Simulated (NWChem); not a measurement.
System: CH₆ClNSi; SMILES N[SiH](C)Cl

The following NWChem deck was run.

```
start job
memory heap 200 mb stack 900 mb global 1100 mb
geometry units angstroms noautosym nocenter noautoz
  Si    -0.049495    -0.374951     0.390088
  C      1.361382    -1.417030    -0.236312
  N     -1.546249    -1.063765    -0.099352
  Cl     0.263321     1.568115    -0.337416
  H     -0.082399    -0.240780     1.871389
  H      1.281299    -2.445175     0.148827
  H      1.359904    -1.454698    -1.336930
  H      2.325724    -0.994105     0.082394
  H     -1.677036    -1.337286    -1.067842
  H     -2.411000    -0.696893     0.284111
end
basis spherical
  * library def2-svp
end
dft
  xc b3lyp
  iterations 150
  mulliken
end
task dft energy
esp
  recalculate
  probe 0.07
  range 0.3
  factor 1.0
  spacing 0.02
end
task esp
```

Output (shortened):

```
             Northwest Computational Chemistry Package (NWChem) 7.3.0
             --------------------------------------------------------

                             Geometry "geometry" -> ""
                             -------------------------

 Output coordinates in angstroms (scale by  1.889725989 to convert to a.u.)

  No.       Tag          Charge          X              Y              Z
 ---- ---------------- ---------- -------------- -------------- --------------
    1 Si                  14.0000    -0.04949500    -0.37495100     0.39008800
    2 C                    6.0000     1.36138200    -1.41703000    -0.23631200
    3 N                    7.0000    -1.54624900    -1.06376500    -0.09935200
    4 Cl                  17.0000     0.26332100     1.56811500    -0.33741600
    5 H                    1.0000    -0.08239900    -0.24078000     1.87138900
    6 H                    1.0000     1.28129900    -2.44517500     0.14882700
    7 H                    1.0000     1.35990400    -1.45469800    -1.33693000
    8 H                    1.0000     2.32572400    -0.99410500     0.08239400
    9 H                    1.0000    -1.67703600    -1.33728600    -1.06784200
   10 H                    1.0000    -2.41100000    -0.69689300     0.28411100

 Effective nuclear repulsion energy (a.u.)     220.6362835447

                                 NWChem DFT Module
                                 -----------------

 Summary of "ao basis" -> "ao basis" (spherical)
 ------------------------------------------------------------------------------
       Tag                 Description            Shells   Functions and Types
 ---------------- ------------------------------  ------  ---------------------
 Si                         def2-svp                 8       18   4s3p1d
 C                          def2-svp                 6       14   3s2p1d
 N                          def2-svp                 6       14   3s2p1d
 Cl                         def2-svp                 8       18   4s3p1d
 H                          def2-svp                 3        5   2s1p

            General Information
            -------------------
          SCF calculation type: DFT
          Wavefunction type:  closed shell.
          No. of atoms     :    10
          No. of electrons :    50
           Alpha electrons :    25
            Beta electrons :    25
          Charge           :     0
          Spin multiplicity:     1
          Use of symmetry is: off; symmetry adaption is: off
          Maximum number of iterations: 150
          AO basis - number of functions:    94
                     number of shells:    46
          Convergence on energy requested:  1.00D-06
          Convergence on density requested:  1.00D-05
          Convergence on gradient requested:  5.00D-04

              XC Information
              --------------
                         B3LYP Method XC Potential
                     Hartree-Fock (Exact) Exchange  0.200
                        Slater Exchange Functional  0.800 local
                    Becke 1988 Exchange Functional  0.720 non-local
              Lee-Yang-Parr Correlation Functional  0.810
                  VWN I RPA Correlation Functional  0.190 local

             Grid Information
             ----------------
          Grid used for XC integration:  medium
          Radial quadrature: Mura-Knowles
          Angular quadrature: Lebedev.
          Tag              B.-S. Rad. Rad. Pts. Rad. Cut. Ang. Pts.
          ---              ---------- --------- --------- ---------
          Si                  1.10       88           8.0       590
          C                   0.70       49          11.0       434
          N                   0.65       49          10.0       434
          Cl                  1.00       88          11.0       590
          H                   0.35       45          12.0       434
          Grid pruning is: on
          Number of quadrature shells:   544
          Spatial weights used:  Erf1

[...]

                     NWChem Electrostatic Potential Fit Module
                     -----------------------------------------

 Atom parameters

 Number of atoms is                                   10
 Number of basis functions is                         94

 Grid parameters

 Maximum number of grid points is                  42237
 Number of grid points is                          42236
 Grid range                                     0.300000 nm
 Grid spacing                                   0.020000 nm
 Probe radius                                   0.070000 nm
 Atom radius factor                             1.000000

 Atomic radii

    1    0.100000
    6    0.147000
    7    0.140000
   14    0.187000
   17    0.169000
 FASTESP  F
  using M.O. file = ./job.movecs

    Atom              Coordinates                           Charge

                                                  ESP

    1 Si   -0.004950   -0.037495    0.039009    0.755648
    2 C     0.136138   -0.141703   -0.023631   -0.273184
    3 N    -0.154625   -0.106377   -0.009935   -0.871571
    4 Cl    0.026332    0.156812   -0.033742   -0.312342
    5 H    -0.008240   -0.024078    0.187139   -0.150657
    6 H     0.128130   -0.244518    0.014883    0.059199
    7 H     0.135990   -0.145470   -0.133693    0.078357
    8 H     0.232572   -0.099411    0.008239    0.049869
    9 H    -0.167704   -0.133729   -0.106784    0.329081
   10 H    -0.241100   -0.069689    0.028411    0.335601
                                            ------------
                                                0.000000

 Dipole moment                                  0.861322

 Quadrupole moment Qxx                          8.640981
                   Qyy                        -12.306631
                   Qzz                          3.665651

 RMS deviation kJ/mol                           0.057922

 RRMS %                                        31.666905
```

Level: B3LYP/def2-SVP. Structure relaxed at the PBE0/def2-SVP level.
